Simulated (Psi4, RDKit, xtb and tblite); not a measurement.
Relaxed torsion scan: SMILES CO[SiH](OC)OC (C3H10O3Si). Scanned: dihedral C1–O2–Si3–O4; all other coordinates were relaxed at GFN2-xTB. Heavy atoms are numbered in the order of the SMILES CO[SiH](OC)OC, hydrogens after them in the order of the atoms that carry them; the mirror image has the same energies with the sign of each dihedral reversed.

Levels: GFN2-xTB (xtb and tblite); MMFF94 // GFN2-xTB (RDKit); PBE0-D3(BJ)/def2-SVP // GFN2-xTB (Psi4).

Energies relative to the lowest point of each profile, in eV; the last columns give the difference from PBE0-D3(BJ):

```csv
φ / °,GFN2-xTB,MMFF94,PBE0-D3(BJ)/def2-SVP,GFN2-xTB − PBE0-D3(BJ)/def2-SVP,MMFF94 − PBE0-D3(BJ)/def2-SVP
-165,0.102,0.225,0.135,-0.033,0.090
-150,0.104,0.192,0.124,-0.020,0.068
-135,0.104,0.176,0.111,-0.007,0.065
-120,0.093,0.159,0.092,0.001,0.066
-105,0.070,0.129,0.067,0.003,0.062
-90,0.040,0.088,0.046,-0.005,0.042
-75,0.014,0.042,0.029,-0.015,0.013
-60,0.000,0.009,0.019,-0.019,-0.010
-45,0.001,0.000,0.016,-0.015,-0.016
-30,0.018,0.024,0.017,0.001,0.007
-15,0.043,0.067,0.017,0.026,0.050
0,0.065,0.112,0.012,0.053,0.100
15,0.079,0.135,0.006,0.073,0.129
30,0.083,0.138,0.000,0.083,0.138
45,0.085,0.138,0.002,0.082,0.136
60,0.090,0.139,0.013,0.076,0.125
75,0.102,0.154,0.034,0.068,0.120
90,0.120,0.192,0.060,0.060,0.131
105,0.134,0.207,0.091,0.044,0.116
120,0.137,0.204,0.121,0.016,0.083
135,0.130,0.209,0.145,-0.016,0.064
150,0.119,0.227,0.157,-0.038,0.070
165,0.110,0.242,0.153,-0.044,0.088
180,0.104,0.247,0.142,-0.037,0.105
```

GFN2-xTB is furthest from PBE0-D3(BJ)/def2-SVP at 30 (0.083 eV, above); its mean absolute difference over the points is 0.035 eV.

MMFF94 is furthest from PBE0-D3(BJ)/def2-SVP at 30 (0.138 eV, above); its mean absolute difference over the points is 0.079 eV.

MMFF94 has few fitted parameters for silicon.
